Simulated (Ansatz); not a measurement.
`CN(C)[Si]Cl` + H₂S → `S[Si]Cl` + `CNC` at 600 K and 1 bar (ligand exchange at the Si–N bond).

Computed with Ansatz on PBE0-D4/def2-TZVP structures; ΔE is electronic, products minus reactants. CCSD(T)/CBS adds triple-zeta CCSD(T) − MP2 to the extrapolated MP2 energy (def2 sets, frozen cores). This one scheme is used for every species. One conformer a species, not always the lowest.

```csv
species,CCSD(T)/CBS energy (Eh),H − E (kJ/mol),S (J/(mol·K))
`CN(C)[Si]Cl`,-883.31525,281.3,429.4
H₂S,-398.97279,60.8,230.9
`S[Si]Cl`,-1147.27659,64.0,339.8
`CNC`,-135.00321,284.6,333.5
```

H − E and S are ideal-gas, rigid-rotor, harmonic terms from PBE0-D4/def2-TZVP, for one conformer and one mirror image of each species. 1 Eh = 2625.50 kJ/mol, R = 8.31446 J/(mol·K).

Task: By hand: ΔE, ΔH, ΔS and ΔG.

Result: ΔE = (-1147.27659) + (-135.00321) − (-883.31525) − (-398.97279) = 0.00824 Eh = 21.6 kJ/mol. Δ(H − E) = 64.0 + 284.6 − 281.3 − 60.8 = 6.5, so ΔH = 28.1 kJ/mol. ΔS = 339.8 + 333.5 − 429.4 − 230.9 = 13.0 J/(mol·K). ΔG = 28.1 − 600 × (13.0)/1000 = 20.3 kJ/mol.

Task: By hand: the equilibrium constant, and the temperature at which ΔG would vanish if ΔH and ΔS stayed fixed.

Result: log₁₀ K = −ΔG/(RT ln 10) = -1.8. ΔG = 0 at ΔH/ΔS = 2162 K, though so small a ΔS makes that figure unsure.

The number of gas molecules stays the same, so ΔS is small and ΔH decides. A doubt of 5 kJ/mol in ΔE shifts log₁₀ K by 0.4 here. Other conformers and mirror images would add mixing entropy, several J/(mol·K) or more a flexible species. These are equilibria of isolated gas molecules and say nothing of rates. Largest T1 diagnostic: 0.014 (customary marks: 0.02 for closed shells, 0.045 for open ones).
